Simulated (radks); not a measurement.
Radial electron density D(r) = 4 pi r^2 rho(r) of an atom or ion with 2 electrons. Calculated with a radial shooting solver on a logarithmic mesh with Libxc functionals: Dirac Kohn-Sham, BLYP, spin-unpolarised, spherical densities, finite nucleus; Fermi nuclear charge, rms radius of each element as measured or else 0.836 A^(1/3) + 0.57 fm.

```
   r/bohr * D(r) (the largest magnitude, 26.8, reaches the edge; | marks zero)
 0.002442 |*
 0.002688 | *
 0.002958 | *
 0.003256 | *
 0.003585 |  *
 0.003946 |  *
 0.004343 |   *
 0.004781 |    *
 0.005263 |     *
 0.005793 |      *
 0.006377 |       *
 0.007019 |        *
 0.007726 |          *
 0.008505 |            *
 0.009287 |             *
  0.01022 |                *
  0.01125 |                  *
  0.01239 |                     *
  0.01363 |                        *
  0.01501 |                           *
  0.01652 |                              *
  0.01819 |                                 *
  0.02002 |                                     *
  0.02204 |                                         *
  0.02426 |                                            *
   0.0267 |                                               *
  0.02939 |                                                  *
  0.03235 |                                                    *
  0.03561 |                                                     *
   0.0392 |                                                      *
  0.04315 |                                                      *
   0.0475 |                                                    *
  0.05228 |                                                  *
  0.05755 |                                              *
  0.06335 |                                          *
  0.06973 |                                     *
  0.07676 |                               *
  0.08449 |                          *
    0.093 |                    *
   0.1024 |               *
   0.1127 |           *
    0.124 |       *
   0.1365 |    *
   0.1503 |  *
   0.1654 | *
   0.1821 |*
   0.1989 |*
   0.2189 *
    0.241 *
   0.2652 *
    0.292 *
   0.3214 *
   0.3538 *
   0.3894 *
```

What is the nuclear charge?

Answer. Z = 25. The innermost maximum, from 1s, lies near gamma/Z bohr with gamma = sqrt(1 - (Z/c)^2) = 0.983, here 0.0393 bohr (found: 0.0398), and its height grows with Z. The density is that of the manganese ion Mn23+ in [He]; the configuration itself is not fixed sharply by these data, and Z only to about a unit. D(r) has 1 maximum, at r = 0.0398 bohr.
